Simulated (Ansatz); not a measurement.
Total energies of `[CH3][GaH][F]`.

```xyz
7

C    -0.053    0.322    0.873
Ga    0.000   -0.481   -0.903
F     0.461    0.641   -2.188
H     0.928    0.220    1.346
H    -0.281    1.386    0.796
H    -0.788   -0.165    1.514
H    -0.267   -1.921   -1.438
```

Charge 0, multiplicity 1. Correlated methods include outer-core shells of Ga, which these sets cover unevenly. Scalar relativity is left out up to krypton. All single points use the PBE0-D4/def2-TZVP geometry. Basis def2-TZVPP, the Gaussian-basis code of Ansatz.

RPA on PBE orbitals: Hartree–Fock energy of these orbitals -2062.93333 Eh, correlation -1.04518 Eh (frozen core).

```tsv
functional	energy without D4 (Eh)	D4 term (kJ/mol)
LDA (SPW92)	-2061.25028	–
PBE	-2064.86334	-9.1
revPBE	-2065.12412	-27.7
BLYP	-2065.34935	-20.2
r2SCAN	-2065.23461	-2.1
B97M-V	-2064.90827	–
PBE0	-2064.91067	-7.6
B3LYP	-2065.36960	-14.9
r2SCANh	-2065.21659	-2.2
r2SCAN0	-2065.19092	-2.5
HSE06 (plane-wave form)	-2064.90329	-7.1
BHLYP	-2065.22345	-11.8
CAM-B3LYP	-2065.38620	-7.7
LC-ωPBE	-2064.98806	–
ωB97X-V	-2065.08972	–
ωB97M-V	-2065.15318	–
B2PLYP	-2064.85612	–
PBE-QIDH	-2064.55915	–
```

B3LYP takes the VWN-RPA correlation (the form of Gaussian; ORCA's B3LYP/G). HSE06 is the plane-wave form, built on full-range PBE exchange. The double hybrids freeze the cores in their second-order part.

LC-ωPBE has ω = 0.4 bohr⁻¹.
